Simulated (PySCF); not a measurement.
Excitation energy of Pt by level of theory

Pt [Xe] 4f14 5d9 6s1 (3D) → Pt [Xe] 4f14 5d9 6p1 (high-spin determinant), as a difference of total energies. All numbers are calculated (PySCF 2.14, scalar relativity through the core potential, in aug-cc-pVTZ-PP with ECP60MDF). Correlated levels: valence: 5s2 5p6 frozen. The calculations carry no spin-orbit coupling.

```
           method  excitation energy (eV)
              UHF                   4.001
    MP2 (valence)                   4.794
SCS-MP2 (valence)                   4.699
   CCSD (valence)                   4.529
CCSD(T) (valence)                   4.509
```

Question: How much does correlation contribute at CCSD(T) (valence)?

Answer: 4.509 − (4.001) = 0.508 eV, measured against UHF.

The determinant of the upper state mixes LS terms, which raises its energy above the lowest term, most at the Hartree-Fock and MP2 levels.
